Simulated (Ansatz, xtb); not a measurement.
The molecule NiF, multiplicity 2 (the spin of the measured ground state). No spin–orbit coupling. Ni is treated without relativity.

Seven points along R, fitted to fifth degree in 1/R; most abundant isotopes. Runs in def2 and cc sets follow the lowest solution found near the PBE0 minimum.

Correlated levels freeze the inner cores; with def2 sets outer-core shells near the valence are correlated too.

Codes used: Ansatz (Gaussian basis) for Hartree–Fock, density functionals and correlated methods; xtb for the GFN methods. Each number belongs to the level named beside it. The GFN methods have no spin term and hold the electronic entropy of 300 K.

D_e counts from each atom's lowest state at the same level, without counterpoise or zero-point energy.

| level | r_e (Å) | ω_e (cm⁻¹) | ω_e x_e (cm⁻¹) | D_e (eV) | dipole (D) |
|---|---|---|---|---|---|
| GFN2-xTB | 1.740 | 564 | 1.7 | - | - |
| r2SCAN/def2-TZVPP | 1.729 | 654 | 3.7 | 4.48 | 4.18 |
| PBE0/def2-TZVPP | 1.767 | 613 | 3.2 | 4.17 | 5.17 |
| CAM-B3LYP/def2-TZVPP | 1.764 | ? | 3.2 | 4.40 | 5.20 |
| wB97X-V/def2-TZVPP | 1.772 | 616 | 3.1 | 4.52 | 5.31 |
| wB97M-V/def2-TZVPP | 1.774 | 612 | 3.1 | 4.48 | 5.31 |
| CCSD/def2-TZVPP | 1.780 | 609 | 3.0 | 4.17 | - |
| CCSD(T)/def2-TZVPP | ? | ? | 3.1 | 4.27 | - |

Problem. Some entries are withheld; supply them.

Solution. 
- CCSD(T)/def2-TZVPP, r_e (Å): 1.775
- CCSD(T)/def2-TZVPP, ω_e (cm⁻¹): 611
- CAM-B3LYP/def2-TZVPP, ω_e (cm⁻¹): 624

Measured for the ground state: D_0 4.519 ± 0.061 eV (a handbook's tabulated 298 K bond energy less 3RT/2; such tables hold older values) [Luo, bond dissociation energies, CRC Handbook].

Doubts at one or more of the structures used: a spin-contaminated determinant (r2SCAN/def2-TZVPP).

Ansatz is an electronic-structure program.
